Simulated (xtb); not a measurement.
xtb input (GFN2-xTB):

```bash
xtb mol.xyz --gfn 2 --sp --chrg 0 --uhf 0
```
mol.xyz:
```
11

O      1.41558330     1.82651640     0.01666077
C      0.68328166     0.88307330     0.00229248
C      0.88786830    -0.61789425    -0.22935126
C     -0.64494966    -0.73952088    -0.37748231
F     -1.22294417    -1.69324396     0.44586458
C     -0.83654182     0.71550823     0.10464785
H      1.24031812    -1.12146773     0.67381296
H      1.51633985    -0.90399971    -1.07159160
H     -0.98872167    -0.92964349    -1.39333524
H     -1.44668483     1.38716316    -0.49768659
H     -1.17737114     0.74801379     1.14209256
```

End of the output:

```
         :::::::::::::::::::::::::::::::::::::::::::::::::::::
         ::                     SUMMARY                     ::
         :::::::::::::::::::::::::::::::::::::::::::::::::::::
         :: total energy             -19.883653032027 Eh    ::
         :: gradient norm              0.020802955395 Eh/a0 ::
         :: HOMO-LUMO gap              3.937392139761 eV    ::
         ::.................................................::
         :: SCC energy               -20.066593027850 Eh    ::
         :: -> isotropic ES            0.036334811518 Eh    ::
         :: -> anisotropic ES          0.000439958825 Eh    ::
         :: -> anisotropic XC          0.001306564114 Eh    ::
         :: -> dispersion             -0.005515150102 Eh    ::
         :: repulsion energy           0.182939995822 Eh    ::
         :: add. restraining           0.000000000000 Eh    ::
         :: total charge               0.000000000000 e     ::
         :::::::::::::::::::::::::::::::::::::::::::::::::::::

           -------------------------------------------------
          |                Property Printout                |
           -------------------------------------------------

    * Orbital Energies and Occupations

         #    Occupation            Energy/Eh            Energy/eV
      -------------------------------------------------------------
         1        2.0000           -0.8188096             -22.2809
       ...           ...                  ...                  ...
         5        2.0000           -0.6230494             -16.9540
         6        2.0000           -0.5886607             -16.0183
         7        2.0000           -0.5784614             -15.7407
         8        2.0000           -0.5711774             -15.5425
         9        2.0000           -0.5631534             -15.3242
        10        2.0000           -0.5500714             -14.9682
        11        2.0000           -0.5232943             -14.2396
        12        2.0000           -0.5126538             -13.9500
        13        2.0000           -0.5054754             -13.7547
        14        2.0000           -0.4926011             -13.4044
        15        2.0000           -0.4623178             -12.5803
        16        2.0000           -0.4607420             -12.5374
        17        2.0000           -0.4163314             -11.3290 (HOMO)
        18                         -0.2716349              -7.3916 (LUMO)
        19                         -0.0243521              -0.6627
        20                          0.0043456               0.1182
        21                          0.0161177               0.4386
        22                          0.0855701               2.3285
        23                          0.0927969               2.5251
        24                          0.1201339               3.2690
        25                          0.1639657               4.4617
        26                          0.1985579               5.4030
        27                          0.2433455               6.6218
        28                          0.2928463               7.9688
        29                          0.6885794              18.7372
      -------------------------------------------------------------
                  HL-Gap            0.1446965 Eh            3.9374 eV
             Fermi-level           -0.3439832 Eh           -9.3603 eV

     #   Z          covCN         q      C6AA      α(0)
     1   8 O        0.856    -0.315    20.057     6.004
     2   6 C        3.043     0.246    22.851     7.840
     3   6 C        3.932    -0.109    22.500     6.741
     4   6 C        3.892     0.142    18.244     6.072
     5   9 F        0.783    -0.249    11.758     4.050
     6   6 C        3.932    -0.109    22.500     6.741
     7   1 H        0.924     0.094     1.836     2.119
     8   1 H        0.925     0.075     2.036     2.231
     9   1 H        0.925     0.055     2.262     2.352
    10   1 H        0.925     0.075     2.036     2.231
    11   1 H        0.924     0.094     1.836     2.119

 Mol. C6AA /au·bohr⁶  :       1113.693021
 Mol. C8AA /au·bohr⁸  :      24958.109364
 Mol. α(0) /au        :         48.501215

Wiberg/Mayer (AO) data.
largest (>0.10) Wiberg bond orders for each atom

 ---------------------------------------------------------------------------
     #   Z sym  total        # sym  WBO       # sym  WBO       # sym  WBO
 ---------------------------------------------------------------------------
     1   8 O    2.144 --     2 C    1.909
     2   6 C    3.918 --     1 O    1.909     6 C    0.974     3 C    0.974
     3   6 C    3.989 --     4 C    0.986     2 C    0.974     8 H    0.961
                             7 H    0.946
     4   6 C    3.901 --     3 C    0.986     6 C    0.986     9 H    0.967
                             5 F    0.934
     5   9 F    1.013 --     4 C    0.934
     6   6 C    3.989 --     4 C    0.986     2 C    0.974    10 H    0.961
                            11 H    0.946
     7   1 H    0.991 --     3 C    0.946
     8   1 H    0.994 --     3 C    0.961
     9   1 H    0.997 --     4 C    0.967
    10   1 H    0.994 --     6 C    0.961
    11   1 H    0.991 --     6 C    0.946
 ---------------------------------------------------------------------------

Topologies differ in total number of bonds
Writing topology from bond orders to xtbtopo.mol

molecular dipole:
                 x           y           z       tot (Debye)
 q only:       -0.213      -0.192      -0.336
   full:       -0.311      -0.297      -0.424       1.535
molecular quadrupole (traceless):
                xx          xy          yy          xz          yz          zz
 q only:        0.288      -7.533      -4.188       0.830       1.587       3.900
  q+dip:        0.080     -10.176      -6.045       1.403       2.243       5.964
   full:       -0.208      -9.845      -6.103       1.398       2.014       6.312

           -------------------------------------------------
          | TOTAL ENERGY              -19.883653032027 Eh   |
          | GRADIENT NORM               0.020802955395 Eh/α |
          | HOMO-LUMO GAP               3.937392139761 eV   |
           -------------------------------------------------

------------------------------------------------------------------------
Note: The following floating-point exceptions are signalling: IEEE_UNDERFLOW_FLAG IEEE_DENORMAL
normal termination of xtb
------------------------------------------------------------------------
 total:
 SCF:
```
